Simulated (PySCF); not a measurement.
**Atomic charges against the basis set**

C₃H₇NSi.
Structure used (PBE0-D3(BJ)/def2-SVP), in Å, numbered top down from 1:
```xyz
12
C3H7NSi angstrom
Si     1.517   -0.164    0.348
C      0.118   -0.100   -0.926
C     -1.263    0.180   -0.385
C     -1.716   -0.239    0.926
N     -1.422    0.980    0.900
H      2.778   -0.540   -0.363
H      1.716    1.149    1.027
H      1.232   -1.203    1.387
H      0.117   -1.065   -1.466
H      0.385    0.663   -1.679
H     -2.022    0.397   -1.151
H     -2.069   -0.984    1.643
```

PBE0 throughout (PySCF), one geometry, spherical d and f functions. Isolated species at its PBE0-D3(BJ)/def2-SVP geometry (one conformer only). Atoms taken as equivalent share a column and are averaged. The first 7 of 10 kinds of atom are listed.

Mulliken charges (e):

```json
{"basis": "STO-3G", "functions": "36", "Si1": "+0.540", "C2": "-0.305", "C3": "-0.033", "C4": "-0.025", "N5": "-0.185", "H6/H7/H8": "-0.117", "H9": "+0.076"}
{"basis": "6-31G", "functions": "63", "Si1": "+0.535", "C2": "-0.652", "C3": "-0.150", "C4": "+0.054", "N5": "-0.282", "H6/H7/H8": "-0.102", "H9": "+0.200"}
{"basis": "pcSseg-0", "functions": "63", "Si1": "+0.546", "C2": "-0.987", "C3": "-0.106", "C4": "+0.047", "N5": "-0.458", "H6/H7/H8": "-0.045", "H9": "+0.278"}
{"basis": "6-31G*", "functions": "88", "Si1": "+0.350", "C2": "-0.577", "C3": "-0.113", "C4": "+0.038", "N5": "-0.281", "H6/H7/H8": "-0.065", "H9": "+0.199"}
{"basis": "cc-pVDZ", "functions": "109", "Si1": "+0.202", "C2": "-0.159", "C3": "-0.036", "C4": "+0.048", "N5": "-0.135", "H6/H7/H8": "-0.044", "H9": "+0.067"}
{"basis": "def2-SVP", "functions": "109", "Si1": "+0.342", "C2": "-0.243", "C3": "-0.061", "C4": "+0.039", "N5": "-0.164", "H6/H7/H8": "-0.066", "H9": "+0.079"}
{"basis": "aug-cc-pVDZ", "functions": "182", "Si1": "-0.613", "C2": "+0.038", "C3": "+0.745", "C4": "+0.492", "N5": "-0.480", "H6/H7/H8": "+0.267", "H9": "-0.136"}
{"basis": "6-311+G(2d,p)", "functions": "185", "Si1": "+0.369", "C2": "-0.591", "C3": "+0.107", "C4": "-0.072", "N5": "-0.203", "H6/H7/H8": "-0.061", "H9": "+0.161"}
{"basis": "def2-TZVP", "functions": "203", "Si1": "+0.131", "C2": "-0.287", "C3": "-0.083", "C4": "-0.026", "N5": "-0.190", "H6/H7/H8": "-0.023", "H9": "+0.124"}
{"basis": "cc-pVTZ", "functions": "252", "Si1": "+0.145", "C2": "-0.228", "C3": "-0.064", "C4": "-0.061", "N5": "-0.137", "H6/H7/H8": "-0.029", "H9": "+0.099"}
{"basis": "IGLO-III", "functions": "254", "Si1": "+0.693", "C2": "-0.501", "C3": "+0.042", "C4": "+0.100", "N5": "-0.266", "H6/H7/H8": "-0.168", "H9": "+0.131"}
```

IAO charges (e):

```csv
basis,functions,Si1,C2,C3,C4,N5,H6/H7/H8,H9
STO-3G,36,+0.635,-0.520,-0.089,-0.052,-0.160,-0.123,+0.135
6-31G,63,+0.432,-0.531,-0.062,-0.019,-0.238,-0.076,+0.159
pcSseg-0,63,+0.426,-0.546,-0.067,-0.003,-0.250,-0.069,+0.163
6-31G*,88,+0.563,-0.547,-0.040,+0.003,-0.253,-0.110,+0.152
cc-pVDZ,109,+0.557,-0.545,-0.044,-0.001,-0.246,-0.109,+0.152
def2-SVP,109,+0.578,-0.545,-0.038,+0.005,-0.252,-0.115,+0.150
aug-cc-pVDZ,182,+0.559,-0.551,-0.045,+0.007,-0.266,-0.109,+0.155
"6-311+G(2d,p)",185,+0.591,-0.562,-0.046,+0.008,-0.267,-0.117,+0.157
def2-TZVP,203,+0.600,-0.565,-0.045,+0.008,-0.265,-0.119,+0.157
cc-pVTZ,252,+0.585,-0.562,-0.046,+0.006,-0.262,-0.115,+0.157
IGLO-III,254,+0.600,-0.565,-0.046,+0.007,-0.267,-0.119,+0.157
```

Hirshfeld charges (e):

```
        basis  functions     Si1      C2      C3      C4      N5  H6/H7/H8      H9
       STO-3G         36  +0.346  -0.095  +0.011  +0.024  -0.148    -0.082  +0.012
        6-31G         63  +0.267  -0.145  -0.004  +0.041  -0.157    -0.074  +0.043
     pcSseg-0         63  +0.292  -0.147  -0.006  +0.043  -0.153    -0.075  +0.036
       6-31G*         88  +0.270  -0.146  -0.003  +0.046  -0.158    -0.077  +0.045
      cc-pVDZ        109  +0.291  -0.155  -0.012  +0.044  -0.140    -0.080  +0.043
     def2-SVP        109  +0.299  -0.158  -0.010  +0.047  -0.147    -0.081  +0.043
  aug-cc-pVDZ        182  +0.301  -0.171  -0.021  +0.040  -0.151    -0.077  +0.047
6-311+G(2d,p)        185  +0.305  -0.166  -0.021  +0.041  -0.156    -0.078  +0.045
    def2-TZVP        203  +0.298  -0.166  -0.018  +0.042  -0.153    -0.078  +0.046
      cc-pVTZ        252  +0.295  -0.165  -0.016  +0.043  -0.149    -0.078  +0.046
     IGLO-III        254  +0.298  -0.167  -0.021  +0.039  -0.155    -0.075  +0.047
```

ESP-fitted charges (e):

```csv
basis,functions,Si1,C2,C3,C4,N5,H6/H7/H8,H9
STO-3G,36,+0.424,-0.363,-0.099,+0.087,-0.255,-0.090,+0.099
6-31G,63,+0.463,-0.431,-0.092,+0.111,-0.332,-0.111,+0.125
pcSseg-0,63,+0.530,-0.591,-0.060,+0.099,-0.360,-0.115,+0.165
6-31G*,88,+0.374,-0.360,-0.056,+0.061,-0.298,-0.094,+0.110
cc-pVDZ,109,+0.315,-0.306,-0.049,+0.052,-0.283,-0.081,+0.096
def2-SVP,109,+0.376,-0.355,-0.051,+0.063,-0.297,-0.093,+0.106
aug-cc-pVDZ,182,+0.381,-0.342,-0.014,+0.020,-0.302,-0.095,+0.097
"6-311+G(2d,p)",185,+0.370,-0.338,-0.012,+0.012,-0.304,-0.092,+0.097
def2-TZVP,203,+0.379,-0.341,-0.012,+0.017,-0.300,-0.095,+0.097
cc-pVTZ,252,+0.377,-0.343,-0.018,+0.021,-0.294,-0.095,+0.099
IGLO-III,254,+0.383,-0.337,-0.003,+0.015,-0.305,-0.096,+0.095
```

Some averages cover members that differ in this geometry, most widely: H6/H7/H8, Mulliken in aug-cc-pVDZ +0.234 to +0.319; H6/H7/H8, Mulliken in def2-SVP -0.079 to -0.046; H6/H7/H8, ESP-fitted in pcSseg-0 -0.131 to -0.098; H6/H7/H8, Mulliken in cc-pVDZ -0.056 to -0.025 e.

Q: Which scheme is steadiest as the basis changes?

A: Largest range over the bases for any column: Hirshfeld 0.08 e, IAO 0.21 e, ESP-fitted 0.28 e, Mulliken 1.31 e. Hirshfeld charges move least and Mulliken charges most, counted in e. Without the minimal STO-3G basis the ranges are Hirshfeld 0.04, IAO 0.17, ESP-fitted 0.28, Mulliken 1.31 e.

Q: How much do the charges still move between the two largest bases, cc-pVTZ and IGLO-III?

A: At most, over all atoms: Mulliken 0.548 e, IAO 0.014 e, Hirshfeld 0.006 e, ESP-fitted 0.015 e.

Q: What do the same runs give for the total energy, the frontier levels and the dipole moment?

A: 
| basis | energy (Eh) | HOMO (eV) | LUMO (eV) | μ (D) |
| --- | --- | --- | --- | --- |
| STO-3G | -456.8883 | -5.72 | 2.43 | 1.74 |
| 6-31G | -462.2335 | -7.51 | -0.45 | 2.38 |
| pcSseg-0 | -461.5792 | -7.82 | -0.76 | 2.46 |
| 6-31G* | -462.3339 | -7.53 | -0.27 | 2.26 |
| cc-pVDZ | -462.3639 | -7.58 | -0.40 | 2.15 |
| def2-SVP | -462.1401 | -7.69 | -0.53 | 2.19 |
| aug-cc-pVDZ | -462.3748 | -7.75 | -0.80 | 2.24 |
| 6-311+G(2d,p) | -462.4128 | -7.78 | -0.80 | 2.26 |
| def2-TZVP | -462.4279 | -7.75 | -0.71 | 2.23 |
| cc-pVTZ | -462.4254 | -7.72 | -0.65 | 2.22 |
| IGLO-III | -462.4313 | -7.77 | -0.77 | 2.25 |

The dipole is fixed by the density alone, so its range of 0.72 D shows that the density itself changes with the basis, not only its division among atoms.
